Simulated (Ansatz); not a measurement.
An input meant for the cluster SnGe₂ (charge 0, singlet).

```yaml
crystal:
  periodic: [false, false, false]
  atoms:
    - {symbol: Ge, position_ang: [-0.332310, 1.638722, 0.033926]}
    - {symbol: Ge, position_ang: [1.163587, -0.090558, -0.018067]}
    - {symbol: Sn, position_ang: [-0.831277, -1.548164, -0.015860]}
basis:
  gaussian: {orbitals: def2-TZVP}
magnetization: {spin_polarized: true, initial_magnetization: 6}
hamiltonian: {xc: {name: SPW92}}
scf: {omitted_lower_state_checks: [starts]}
output: {forces: true}
```

```sh
$ ansatz run in.yaml --threads 4 --pin off --events-out ev --progress --plain --max-ram 3916MiB
```

Output, abridged:

```
Functional definition: SPW92
1104 factors; their error is unknown
mean field evaluation 1: about -118681.2180 eV, gradient 2.3e1 eV
mean field evaluation 2: about -118680.1109 eV, gradient 3.0e1 eV
mean field evaluation 4: about -118682.2191 eV, gradient 5.6e0 eV
mean field evaluation 8: about -118682.4322 eV, gradient 2.1e0 eV
mean field evaluation 16: about -118682.4590 eV, gradient 1.3e-1 eV
mean field -118682.45963504 eV, -4361.4999457271 hartree, gradient 9.0e-6 eV, S^2 12.001517; 0 other end points of the search recorded, 0 dependent functions left out
reference -118682.45966437 eV, -4361.4999468051 hartree; 46, 40 occupied and 100, 106 virtual orbitals, 1104 factors
Total energy: -118682.45966437 eV, -4361.4999468051 hartree
Atom 0 at    -0.332310     1.638722     0.033926 Å, force    -2.178211     1.973386     0.065994 eV/Å
Atom 1 at     1.163587    -0.090558    -0.018067 Å, force     4.282389    -0.844333    -0.075606 eV/Å
Atom 2 at    -0.831277    -1.548164    -0.015860 Å, force    -2.104178    -1.129054     0.009613 eV/Å
Dipole moment:     0.058254    -0.057823     0.002898 e Å
Checks for a lower state left out: starts
```

In this input the spin is set far too high (6 unpaired electrons typed, 0 in the singlet as meant). Self-consistency was reached. The result belongs to that input, not to the species as meant.

In the def2 sets Sn takes a core potential; there is no spin–orbit coupling.
